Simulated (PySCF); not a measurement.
# Spinor energies of Tb³⁺ (terbium, charge +3)

Start: [Xe] 4f8; 4f5/2 filled at m_j = -5/2, -3/2, -1/2, +1/2, +3/2, +5/2; 4f7/2 filled at m_j = +5/2, +7/2. Calculated with PySCF 2.14 in x2c-TZVPPall-2c (11s11p10d4f2g, 140 functions): generalised Hartree-Fock with the X2C-1e Hamiltonian and a Gaussian nucleus; one run each with spin-orbit coupling (SO) switched off, then screened by Boettger's factors.

```csv
spinor shell,electrons,"ε, spin-free (eV)","ε, screened SO (eV)",weight of nominal j (screened SO),"rms radius, screened SO (bohr)"
1s1/2,2,-52288.4,-52278.1,1.000,0.0245
2s1/2,2,-8817.7,-8814.6,1.000,0.0989
2p1/2,2,-7834.2,-8361.0,1.000,0.0847
2p3/2,4,-7834.2,-7609.7,1.000,0.0912
3s1/2,2,-2033.2,-2032.2,1.000,0.255
3p1/2,2,-1723.8,-1834.8,1.000,0.246
3p3/2,4,-1723.8,-1675.8,1.000,0.260
3d3/2,4,-1319.0,-1339.6,0.996,0.232
3d5/2,6,-1319.0,-1304.3,0.997,0.236
4s1/2,2,-452.97,-452.66,1.000,0.575
4p1/2,2,-348.33,-374.77,0.976,0.591
4p3/2,4,-348.33,-336.74,0.988,0.620
4d3/2,4,-201.29,-210.78,0.716,0.668
4d5/2,6,-201.29,-194.71,0.811,0.675
5s1/2,2,-87.392,-87.342,1.000,1.40
5p1/2,2,-58.959,-63.093,0.928,1.55
5p3/2,4,-58.959,-57.139,0.964,1.65
4f5/2,6,-47.429,-47.408,0.670,0.895
4f7/2,2,-47.429,-47.211,0.905,0.897
```

```json
{"quantity": "E (hartree)", "spin-free": "-11699.43214", "screened SO": "-11707.53981"}
{"quantity": "M_J", "spin-free": "6", "screened SO": "6"}
{"quantity": "⟨J²⟩", "spin-free": "42.014", "screened SO": "42.016"}
{"quantity": "⟨L²⟩", "spin-free": "12.007", "screened SO": "12.336"}
{"quantity": "⟨S²⟩", "spin-free": "12.007", "screened SO": "11.885"}
```

Each row is a mean over spinors that exchange with the open shell spreads, by up to 16.691 eV (4d5/2).

Rows whose weight is well below 1 are mixtures of j = l ± 1/2: exchange outweighs spin-orbit coupling there, and the label is only the starting occupation.

Breit and QED terms are absent; they matter most for the inner s and p1/2 levels.

Densities and radii are taken from the X2C orbitals without a picture-change correction, which distorts them close to the nucleus.

Without spin-orbit coupling the j labels of p, d and f shells carry no meaning; the spin-free column gives the mean over the occupied spinors of each nl shell.
